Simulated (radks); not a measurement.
Results of a calculation; reference values are marked as such.
Task: The mean radii <r> (bohr) of the occupied orbitals of an atom or ion are listed with their occupations. Code: a radial shooting solver on a logarithmic mesh with Libxc functionals. Model: scalar-relativistic Kohn-Sham, PBE, spin-polarised, spherical densities, point nucleus.

orbital  occ.      <r>
1s down     1  0.01631
1s up       1  0.01631
2s down     1  0.06873
2s up       1  0.06873
2p down     3  0.06235
2p up       3  0.06235
3s up       1   0.1775
3s down     1   0.1775
3p up       3   0.1793
3p down     3   0.1793
3d up       5   0.1624
3d down     5   0.1624
4s down     1   0.3916
4s up       1   0.3916
4p down     3   0.4176
4p up       3   0.4176
4d down     5   0.4397
4d up       5   0.4397
5s down     1   0.8770
5s up       1   0.8770
4f down     7   0.4676
4f up       7   0.4676
5p up       3    1.006
5p down     3    1.006
5d up       5    1.343
5d down     5    1.341
6f up       1    8.998

Name the element and its charge. Open shells, if any, are filled with parallel spins first.

Result: Z = 81, thallium, charge +2: Tl2+ in [Xe] 4f14 5d10 6f1. The 1s radius gives Z: for a bare nucleus <r> = (2 gamma + 1)/(2Z) with gamma = sqrt(1 - (Z/c)^2), 0.01613 bohr for Z = 81, and screening makes it slightly larger (0.01631 here). The occupations add up to 79, and the charge is Z minus that.
